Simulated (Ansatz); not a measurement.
Steps of a relaxation of `FC(Br)CI` with RKS PBE-D4/def2-SVP.

```sh
$ ansatz run in.yaml --threads 4 --pin off --events-out ev --progress --plain --max-ram 10444MiB
```

```yaml
crystal:
  periodic: [false, false, false]
  atoms:
    - {symbol: F, position_ang: [-1.557000, -0.756300, 0.671700]}
    - {symbol: C, position_ang: [-0.741600, 0.186300, 0.135200]}
    - {symbol: Br, position_ang: [-0.655900, 1.661600, 1.402100]}
    - {symbol: C, position_ang: [0.645300, -0.419200, -0.112000]}
    - {symbol: I, position_ang: [1.774600, 0.765800, -1.485500]}
    - {symbol: H, position_ang: [-1.239100, 0.582800, -0.779800]}
    - {symbol: H, position_ang: [0.491900, -1.437700, -0.565500]}
    - {symbol: H, position_ang: [1.166700, -0.548800, 0.833900]}
basis:
  gaussian: {orbitals: def2-SVP}
hamiltonian: {xc: pbe, dispersion: d4}
relax: {f_tol: 0.03, max_steps: 200}
```

Positions (Å) and forces (eV/Å) along the path, 6 of 6 steps:

```xyz
8
step=1 energy=-82958.5570 eV
F    -1.557   -0.756    0.672   -0.165   -0.575    0.167
C    -0.742    0.186    0.135    0.055   -0.026   -0.324
Br   -0.656    1.662    1.402    0.108    0.469    0.167
C     0.645   -0.419   -0.112   -1.122   -0.599   -0.496
I     1.775    0.766   -1.486    0.270    0.106   -0.083
H    -1.239    0.583   -0.780    0.266    0.019    0.049
H     0.492   -1.438   -0.566    0.105    0.531    0.063
H     1.167   -0.549    0.834    0.483    0.073    0.458
8
step=2 energy=-82958.6035 eV
F    -1.562   -0.797    0.695    0.036   -0.037    0.131
C    -0.768    0.175    0.158    0.207    0.008   -0.410
Br   -0.656    1.705    1.385   -0.011    0.040    0.037
C     0.611   -0.418   -0.122   -0.189   -0.262    0.060
I     1.843    0.752   -1.457   -0.066    0.069   -0.011
H    -1.252    0.566   -0.763    0.009    0.019    0.060
H     0.476   -1.413   -0.604    0.009    0.213    0.044
H     1.192   -0.535    0.808    0.005   -0.051    0.088
8
step=3 energy=-82958.6134 eV
F    -1.551   -0.790    0.712   -0.007    0.000    0.061
C    -0.762    0.175    0.151    0.150   -0.058   -0.113
Br   -0.648    1.719    1.366   -0.016    0.027    0.001
C     0.611   -0.428   -0.115   -0.078   -0.051    0.019
I     1.824    0.775   -1.443   -0.004    0.024    0.024
H    -1.248    0.555   -0.772   -0.009    0.010    0.024
H     0.475   -1.404   -0.621   -0.001    0.050    0.009
H     1.183   -0.566    0.822   -0.033   -0.001   -0.026
8
step=4 energy=-82958.6164 eV
F    -1.536   -0.785    0.742   -0.017   -0.038    0.056
C    -0.761    0.172    0.152    0.087   -0.022   -0.106
Br   -0.645    1.738    1.341    0.005    0.014   -0.003
C     0.609   -0.430   -0.121   -0.086   -0.004    0.014
I     1.841    0.787   -1.416    0.003    0.034    0.007
H    -1.266    0.536   -0.767    0.013    0.011    0.004
H     0.476   -1.395   -0.648   -0.023    0.021    0.017
H     1.168   -0.588    0.818    0.019   -0.016    0.010
8
step=5 energy=-82958.6177 eV
F    -1.522   -0.782    0.772   -0.005    0.005   -0.002
C    -0.759    0.168    0.149    0.002    0.011    0.014
Br   -0.632    1.757    1.310   -0.019   -0.003    0.001
C     0.604   -0.436   -0.126    0.016    0.038    0.013
I     1.849    0.814   -1.382   -0.010   -0.028   -0.001
H    -1.278    0.515   -0.768    0.005   -0.004    0.003
H     0.467   -1.390   -0.670    0.010   -0.006   -0.018
H     1.157   -0.612    0.815    0.001   -0.013   -0.011
8
step=6 energy=-82958.6179 eV
F    -1.524   -0.781    0.772    0.013    0.007   -0.005
C    -0.759    0.169    0.152   -0.008   -0.005   -0.010
Br   -0.640    1.758    1.312    0.000    0.000    0.003
C     0.606   -0.434   -0.125   -0.013    0.002   -0.002
I     1.849    0.809   -1.386    0.003    0.001   -0.002
H    -1.275    0.516   -0.767    0.009   -0.005    0.012
H     0.467   -1.387   -0.671   -0.002    0.000    0.001
H     1.161   -0.616    0.814   -0.002    0.001    0.004
```

Hardware: 4 threads of an Intel Xeon on a shared host. Wall time 9.5 s, peak host memory 0.19 GiB.
